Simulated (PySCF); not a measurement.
A species of formula C3H7NSi has this rotational fingerprint, computed with PySCF 2.14.0, PBE0-D3(BJ)/def2-SVP geometry optimisation, gas phase:

| Property | Result |
| --- | --- |
| Rotational constants | A = 12139, B = 2309, C = 2307 MHz |
| Dipole components | \|μa\| = 0.80 D, \|μb\| = 0.97 D, \|μc\| = 0.00 D |
| Inertial defect | -41.38 u·Å² |
| κ | -1.00 |

Question: Which structure is it? (One computed conformer of each.)
A. `[CH2:1]=[N:2][SiH:3]1[CH2:4][CH2:5]1` with C1–N2–Si3–C4 153°
B. `[CH3:1][C:2]#[C:3][SiH2:4][NH2:5]` with C3–Si4–N5–H -68° and 69°
C. `[SiH3:1][CH2:2][C@H:3]1[CH:4]=[N:5]1` with Si1–C2–C3–C4 -32°

Answer: A. It is C=N[SiH]1CC1, point group Cs. The candidates at the same level (rigid rotor, commonest isotopes):

| SMILES | A (MHz) | B (MHz) | C (MHz) | μa (D) | μb (D) | μc (D) | Δ (u·Å²) | point group | rotor |
| --- | --- | --- | --- | --- | --- | --- | --- | --- | --- |
| C=N[SiH]1CC1 | 12139 | 2309 | 2307 | 0.80 | 0.97 | 0.00 | -41.38 | Cs | – |
| [SiH3]C[C@H]1C=N1 | 8282 | 2666 | 2330 | 0.34 | 1.11 | 1.86 | -33.68 | C1 | asymmetric top |
| CC#C[SiH2]N | 13952 | 1500 | 1400 | 1.55 | 1.70 | 0.01 | -12.04 | – | near-prolate asymmetric top |

`CC#C[SiH2]N` has C 39 % too low; `[SiH3]C[C@H]1C=N1` has A 32 % too low. In the right answer the mirror of this Cs structure is the ab plane, so μc vanishes by symmetry (the 0.03 D computed is a residue). No structure here is proved a minimum.
